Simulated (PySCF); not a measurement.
## Br (bromine, neutral) across methods

[Ar] 3d10 4s1 4p6, 2S determinant (an excited configuration). Calculation: PySCF 2.14, in aug-cc-pVTZ-DK (7s6p4d2f, 59 functions); the spin-free X2C one-electron Hamiltonian (Gaussian nucleus). The B2PLYP total includes its PT2 part (frozen core); its orbital energies are those of the SCF part.

```
   method  E (hartree)  mean ε 4s α (eV)  mean ε 4p α (eV)  mean ε 4p β (eV)  Σ⟨r²⟩ (bohr²)   ⟨S²⟩
      UHF  -2603.85683           -31.027           -14.227           -10.791          41.92  0.784
     PBE0    -2605.443           -24.004           -10.376            -9.029          40.99  0.756
      M06    -2605.743           -23.869           -10.232            -8.770          40.85  0.756
    wB97X    -2605.793           -26.805           -12.776           -11.265          41.02  0.755
      LDA    -2602.026           -21.564            -8.957            -8.230          40.97  0.752
   r2SCAN    -2605.718           -22.456            -9.354            -8.243          40.83  0.758
BHandHLYP    -2605.692           -26.463           -11.723            -9.848          41.27  0.760
      PBE    -2605.411           -21.419            -8.854            -8.051          41.04  0.753
   B2PLYP    -2605.303           -26.590           -11.732            -9.716          41.41  0.762
```
